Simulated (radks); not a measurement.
Ionisation of neutral magnesium, [Ne] 3s2, to [Ne] 3s1 as the strength of local exchange is varied. Method: non-relativistic Kohn-Sham, Slater X-alpha exchange (alpha = 2/3 is LDA exchange), no correlation, spin-unpolarised, spherical densities, point nucleus; computed with a radial shooting solver on a logarithmic mesh with Libxc functionals.

\begin{tabular}{lrrrrr}
alpha & E(Mg) (hartree) & exchange (hartree) & IE (eV) & -e of the level emptied (eV) & <r> of it (bohr) \\ \hline
0.667 & -198.25606 & -14.54279 & 7.101 & 3.869 (3s) & 3.219 \\
0.714 & -199.28304 & -15.63517 & 7.396 & 4.134 (3s) & 3.170 \\
0.753 & -200.13859 & -16.54833 & 7.646 & 4.358 (3s) & 3.130 \\
0.782 & -200.77676 & -17.23130 & 7.834 & 4.528 (3s) & 3.101 \\
0.803 & -201.23994 & -17.72797 & 7.972 & 4.653 (3s) & 3.081 \\
0.883 & -203.01255 & -19.63621 & 8.506 & 5.141 (3s) & 3.006 \\
1.047 & -206.68660 & -23.62807 & 9.651 & 6.203 (3s) & 2.866 \\
\end{tabular}

NIST Atomic Spectra Database: 7.646 eV (measured). The Delta-SCF value meets it near alpha = 0.75. Spin polarisation and multiplet splitting are left out, so open shells lie too high by an amount that depends on their filling.

Beside tabulated values, note that spin-unpolarised runs miss the spin-polarisation part of the exchange energy of open shells.
